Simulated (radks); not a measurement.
These are the eigenvalues of the occupied orbitals of an atom or ion with whole-number occupations (hartree). Method: scalar-relativistic Kohn-Sham, B86b exchange with PBE correlation, spin-polarised, spherical densities, finite nucleus; Fermi nuclear charge, rms radius of each element as measured or else 0.836 A^(1/3) + 0.57 fm; computed with a radial shooting solver on a logarithmic mesh with Libxc functionals.

1s: -1891.606
2s: -353.4070
2p: -320.1333
3s: -114.1553
3p: -103.8115
3d: -90.51539
4s: -53.97781

Which element is it, and in what charge state? The configuration may be excited. Open shells, if any, are filled with parallel spins first.

Answer. Z = 64, gadolinium, charge +34: Gd34+ in [Ar] 3d10 4s2. The list shows which subshells hold electrons but not how many an open one holds; the 1s level, -1891.6 hartree, gives Z - s = 61.5 by -(Z - s)^2/2, which with screening and relativity narrows Z to a few neighbours, and the depths of the outer levels then fix element, charge and occupations together.
